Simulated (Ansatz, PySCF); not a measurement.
C2Cl3, SMILES Cl[C]=C(Cl)Cl, multiplicity 2. Atoms are numbered in the order given.

```xyz
5

Cl    -0.2493     2.3643     0.0000
C     -0.7297     0.7686     0.0000
C     -0.1298    -0.4089     0.0000
Cl     1.6080    -0.5885     0.0000
Cl    -1.0430    -1.8843     0.0000
```
Charge 0, spin multiplicity 2.

Coordinates come from a B3LYP-D3(BJ)/def2-SVP optimisation. The isomer is the one that the SMILES or the coordinates give; other isomers of the formula were not compared.

Two levels are set side by side: PBE-D3(BJ)/def2-SVP (Ansatz, an electronic-structure program) and B3LYP-D3(BJ)/def2-SVP (Ansatz). Each level has its own optimised geometry; the coordinates shown are those of the second. Frequencies come from the Hessian of PySCF at each geometry. Differences are taken from unrounded values.

| quantity | B3LYP-D3(BJ) | PBE-D3(BJ) | PBE-D3(BJ) minus B3LYP-D3(BJ) |
|---|---|---|---|
| mean bond length (Å) | 1.618 | 1.620 | 0.002 |
| bond Cl1–C2 (Å) | 1.666 | 1.664 | -0.002 |
| bond C2–C3 (Å) | 1.322 | 1.332 | 0.010 |
| bond C3–Cl4 (Å) | 1.747 | 1.748 | 0.001 |
| bond C3–Cl5 (Å) | 1.735 | 1.734 | -0.001 |
| highest harmonic wavenumber (cm⁻¹) | 1706 | 1664 | -42 |
| mean harmonic wavenumber (cm⁻¹) | 603 | 587 | -16 |
| zero-point energy (kcal/mol) | 7.76 | 7.55 | -0.21 |
